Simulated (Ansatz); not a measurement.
The cluster Si₆O⁺, relaxed as a doublet with UKS r2SCAN-D4/def2-SVP in Ansatz, starting from the GFN2-xTB geometry. Force threshold 0.02 eV/Å.

The relaxation made no stability test and no search for a lower SCF solution. Another isomer (doublet) lies 0.45 eV lower at PBE0-D4/def2-TZVP; other spin states weren't run for this one.

Start:

Cartesian coordinates in Å:
```
O 1.1837 -1.1422 -0.4710
Si -0.8836 1.9908 0.0557
Si -1.3208 -0.7879 1.0699
Si 0.2874 -2.2199 0.4072
Si 0.9000 1.3796 -1.1257
Si -2.4549 1.1340 1.4951
Si 2.2883 -0.3544 -1.4311
```

| step | energy (eV) | largest force component (eV/Å) | SCF passes |
| --- | --- | --- | --- |
| 1 | -49279.7502 | 2.114 | 66 |
| 2 | -49280.3937 | 1.361 | 67 |
| 3 | -49280.8839 | 0.991 | 57 |
| 4 | -49281.0253 | 1.162 | 43 |
| 5 | -49281.3293 | 1.086 | 41 |
| 6 | -49281.6782 | 1.068 | 42 |
| 7 | -49281.9565 | 0.781 | 40 |
| 8 | -49282.0013 | 0.886 | 37 |
| 9 (rejected) | -49281.9936 | 0.374 | 36 |
| 10 | -49282.0465 | 0.080 | 37 |
| 11 | -49282.0555 | 0.103 | 36 |
| 12 | -49282.0640 | 0.107 | 36 |
| 13 | -49282.0742 | 0.309 | 35 |
| 14 | -49282.0947 | 0.246 | 37 |
| 15 | -49282.1048 | 0.308 | 35 |
| 16 | -49282.1106 | 0.149 | 36 |
| 17 | -49282.1122 | 0.196 | 36 |
| 18 | -49282.1146 | 0.135 | 32 |
| 19 | -49282.1156 | 0.092 | 32 |
| 20 (rejected) | -49282.1149 | 0.108 | 36 |
| 21 | -49282.1170 | 0.048 | 32 |
| 22 (rejected) | -49282.1147 | 0.092 | 37 |
| 23 | -49282.1174 | 0.016 | 32 |

Force components are those of the run's own axes.

End:

Cartesian coordinates in Å:
```
O 1.515 -1.459 -0.265
Si -0.777 2.088 0.308
Si -1.314 -0.214 0.040
Si 0.184 -2.252 0.352
Si 0.124 0.987 -1.459
Si -2.027 0.942 1.922
Si 2.294 -0.092 -0.897
```

Bonds formed: Si2–Si3, Si3–Si5 (atoms count from 1).

No frequencies were taken in this run, so the end may be a saddle point.

It took 97 s on 4 threads of Arm Neoverse V2 on a shared host.
